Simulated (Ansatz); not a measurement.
Basis-set extrapolation for C2H5F2NSi (`C[SiH]1NC1(F)F`) (PBE0-D4/def2-TZVP geometry, frozen core, Ansatz 0.2.0). Multiplicity 1, RHF reference.

```json
{"": "HF", "def2-TZVPP": "-621.036281", "def2-QZVPP": "-621.060261"}
{"": "MP2 correlation", "def2-TZVPP": "-1.153575", "def2-QZVPP": "-1.247680"}
{"": "CCSD(T) correlation", "def2-TZVPP": "-1.228642", "def2-QZVPP": "not run"}
```

Energies in hartree. Use E(X) = E(∞) + A·exp(−7.88·√X) for Hartree–Fock and E(X) = E(∞) + B·X^(−2.97) for correlation, with X = 3 and 4, and add CCSD(T) minus MP2 of the smaller set to the MP2 limit.

Q: What is the CCSD(T) energy at the basis-set limit?

A: HF limit: -621.060261 + (-0.023980) × 0.13774 = -621.06356. MP2 limit: -1.247680 + (-0.094105) × 0.74074 = -1.31739. Higher-order term: -1.228642 − (-1.153575) = -0.07507. Total: -622.45602 hartree, 5.20 eV below CCSD(T)/def2-TZVPP.
